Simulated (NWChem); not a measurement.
Species: MgNH3O; SMILES [NH2][Mg][OH]

```xyz
6

Mg     0.0001    -0.0452    -0.0105
O     -0.0006    -1.8119     0.0242
H      0.0042    -2.7465    -0.1501
N     -0.0002     1.8416     0.0078
H     -0.8160     2.4468     0.0133
H      0.8162     2.4461     0.0144
```
Atoms are numbered in this order, from 1.

Coordinates come from a PBE0/def2-SVP optimisation.

### Question
List the 4 lowest vertical singlet excitations from PBE0/def2-SVPD, TDA (NWChem).

### Answer
```tsv
state	energy (eV)	oscillator strength	leading excitation (squared amplitude)
S1	4.13	0.054	HOMO → LUMO (0.99)
S2	5.41	0.000	HOMO → LUMO+1 (0.96)
S3	5.68	0.054	HOMO−1 → LUMO (0.98)
S4	5.71	0.068	HOMO−2 → LUMO (0.97)
```
